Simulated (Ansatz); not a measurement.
B(H)(Et)(NH2) (C2H8BN), SMILES C(C)BN.

Geometry optimised at B3LYP-D3(BJ)/def2-SVP. One conformer was computed; it need not be the lowest.

Two levels are set side by side: PBE/def2-SVPD (Ansatz, a program for electronic structure) and CAM-B3LYP/def2-SVPD (Ansatz). Energy differences of separate SCF runs at the same geometry; the states with an electron removed or added have multiplicity 2 and 2. Differences are taken from unrounded values.

| quantity | CAM-B3LYP | PBE | PBE minus CAM-B3LYP |
|---|---|---|---|
| vertical ionisation energy (eV) | 10.65 | 10.01 | -0.64 |
| vertical singlet–triplet gap (eV) | 6.65 | 6.03 | -0.62 |
